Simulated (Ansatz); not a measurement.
`FC(F)(F)Sc1ccc(Sc2ccc(Sc3ccc(C(F)(F)F)cc3)cc2)cc1`. Total charge 0; singlet. Geometry PBE-D4/def2-SVP; atoms count from 1.

```xyz
41

F     5.613    1.638   -1.680
C     6.112    1.248   -2.872
F     7.203    1.985   -3.141
F     5.171    1.517   -3.799
S     6.616   -0.517   -2.879
C     5.017   -1.232   -2.517
C     4.585   -1.360   -1.182
C     3.340   -1.928   -0.897
C     2.505   -2.359   -1.950
S     0.940   -3.160   -1.670
C     0.276   -2.298   -0.260
C    -0.425   -3.052    0.701
C    -1.053   -2.410    1.778
C    -0.954   -1.015    1.926
S    -1.667   -0.235    3.364
C    -2.911    0.832    2.670
C    -3.424    1.838    3.518
C    -4.435    2.690    3.066
C    -4.940    2.561    1.759
C    -5.980    3.527    1.255
F    -5.415    4.667    0.778
F    -6.838    3.898    2.237
F    -6.715    3.000    0.246
C    -4.429    1.559    0.916
C    -3.426    0.694    1.366
C    -0.232   -0.263    0.974
C     0.357   -0.894   -0.124
C     2.938   -2.232   -3.286
C     4.193   -1.677   -3.567
H     5.239   -1.019   -0.367
H     3.013   -2.041    0.146
H    -0.479   -4.146    0.602
H    -1.617   -2.995    2.520
H    -3.024    1.952    4.537
H    -4.837    3.467    3.732
H    -4.832    1.446   -0.101
H    -3.045   -0.095    0.702
H    -0.151    0.828    1.091
H     0.897   -0.299   -0.875
H     2.281   -2.555   -4.107
H     4.532   -1.564   -4.607
```

Single mean-field runs in def2-TZVP are fitted with def2-universal-jkfit.

Q: Estimate the Mulliken populations of the heavy atoms from the PBE0/def2-TZVP orbitals of Ansatz.

A: 
| atom | charge (e) |
| --- | --- |
| F1 | -0.15 |
| C2 | 0.40 |
| F3 | -0.14 |
| F4 | -0.15 |
| S5 | -0.09 |
| C6 | 0.10 |
| C7 | -0.15 |
| C8 | -0.18 |
| C9 | 0.15 |
| S10 | -0.04 |
| C11 | 0.13 |
| C12 | -0.20 |
| C13 | -0.16 |
| C14 | 0.10 |
| S15 | -0.06 |
| C16 | 0.13 |
| C17 | -0.19 |
| C18 | -0.19 |
| C19 | 0.08 |
| C20 | 0.45 |
| F21 | -0.16 |
| F22 | -0.17 |
| F23 | -0.17 |
| C24 | -0.22 |
| C25 | -0.15 |
| C26 | -0.18 |
| C27 | -0.17 |
| C28 | -0.19 |
| C29 | -0.15 |
Mulliken values depend strongly on the basis.

Q: And the Mayer bond orders between heavy atoms (over 0.3)?

A: F1–C2 1.13 (1.35 Å); C2–F3 1.13 (1.34 Å); C2–F4 1.14 (1.35 Å); C2–S5 1.12 (1.84 Å); S5–C6 0.93 (1.79 Å); C6–C7 1.36 (1.41 Å); C6–C29 1.38 (1.41 Å); C7–C8 1.41 (1.40 Å); C8–C9 1.31 (1.41 Å); C9–S10 1.03 (1.78 Å); C9–C28 1.35 (1.41 Å); S10–C11 1.02 (1.78 Å); C11–C12 1.36 (1.41 Å); C11–C27 1.31 (1.41 Å); C12–C13 1.41 (1.40 Å); C13–C14 1.38 (1.41 Å); C14–S15 0.96 (1.78 Å); C14–C26 1.33 (1.41 Å); S15–C16 1.09 (1.78 Å); C16–C17 1.33 (1.41 Å); C16–C25 1.33 (1.41 Å); C17–C18 1.45 (1.40 Å); C18–C19 1.36 (1.41 Å); C19–C20 1.01 (1.51 Å); C19–C24 1.37 (1.40 Å); C20–F21 1.15 (1.36 Å); C20–F22 1.14 (1.36 Å); C20–F23 1.14 (1.36 Å); C24–C25 1.42 (1.40 Å); C26–C27 1.41 (1.40 Å); C28–C29 1.42 (1.40 Å).
